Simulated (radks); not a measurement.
Problem. The promethium ion Pm+ is in [Xe] 4f5 6s1. Method: scalar-relativistic Kohn-Sham, LDA (Slater exchange, Perdew-Wang correlation), spin-polarised, spherical densities, finite nucleus; Fermi nuclear charge, rms radius of each element as measured or else 0.836 A^(1/3) + 0.57 fm; computed with a radial shooting solver on a logarithmic mesh with Libxc functionals. Open shells are filled with parallel spins first. One electron is removed from 5p, 6s, 4f, 5s in turn, with full relaxation. Which removal costs least, and what does each cost?

Solution. 6s 11.398 eV; 4f 16.876 eV; 5p 32.994 eV; 5s 52.488 eV. The 6s electron leaves first.
